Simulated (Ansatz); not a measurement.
Z-matrix (Å, degrees):
```
C
In 1 2.147
C 1 1.506 2 119.9
O 1 1.405 2 112.0 3 -144.8
C 1 1.506 2 120.0 3 70.2
H 2 1.732 1 115.0 3 -35.3
H 2 1.719 1 122.6 3 144.7
H 3 1.084 1 120.4 2 1.0
H 3 1.086 1 116.2 2 -142.9
H 4 0.964 1 109.1 2 -179.8
H 5 1.086 1 116.2 2 143.1
H 5 1.084 1 120.4 2 -0.9
```

The species carries charge 0 and has multiplicity 1. In: def2 effective core potential.

List the PBE/def2-TZVPP orbital energies in eV (the Gaussian-basis code of Ansatz). (An estimate is asked.)

Computed: Occupied: -510.28, -270.33, -269.07, -269.06, -121.68, -79.47, -79.12, -79.09, -25.67, -21.03, -18.68, -18.47, -18.47, -18.40, -18.38, -14.90, -14.63, -12.53, -12.14, -10.17, -9.22, -9.19, -8.70, -8.09, -6.86, -5.91, -5.60. Lowest empty: -2.29, -0.50, 0.15, 0.70, 0.95, 1.25, 1.35, 1.61.
